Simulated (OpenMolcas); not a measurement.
A calculation on Co²⁺.

* Program: OpenMolcas
* Method: CASSCF
* Basis: ANO-RCC-VQZP [7s6p4d3f2g1h]
* Scalar Hamiltonian: DKH2, point nucleus
* Active space: 7 electrons in 6 orbitals (3d 4s)
* State averaging: 2S+1 = 4 even, 50 roots; 2S+1 = 6 even, 5 roots kept (CI in the orbitals of an earlier block); 2S+1 = 2 even, 110 roots kept (CI in the orbitals of an earlier block)
* Spin-orbit coupling: state interaction with AMFI integrals over the reference wave functions, term energies averaged over their components

**Question.** Which level of the active space comes out lowest?

**Answer.** 3d7 4F 9/2, with 100 % of that term; it is also the measured ground level.

**Question.** How high does 3d6 4s 6D 7/2 lie?

**Answer.** 3.2511 eV above the lowest level; measured 5.8276 eV above the ground level, so the calculation is off by -44 %.

**Question.** How high does 3d7 2G 7/2 lie?

**Answer.** 2.6592 eV above the lowest level; measured 2.2027 eV above the ground level, so the calculation is off by +21 %.

**Question.** How high does 3d7 4P 3/2 lie?

**Answer.** 2.5785 eV above the lowest level; measured 1.9129 eV above the ground level, so the calculation is off by +35 %.

Measured values: Sugar and Corliss, J. Phys. Chem. Ref. Data 10, 1097 (1981).

Without dynamic correlation excited terms often stand tens of per cent too high (terms of higher spin than the ground term too low), and those without a measured partner can miss by more than the paired ones. Terms from blocks run as CI alone lack orbitals of their own. A single d shell beside an s shell can misplace configurations of different d count against each other. Measured partners are found by configuration, term and J. A level has none where our copy of the source lacks it or the pairing is in doubt (some pairs that miss far off the trend of their configuration count as doubtful), and it then counts in no deviation. Only configurations of the active space appear.
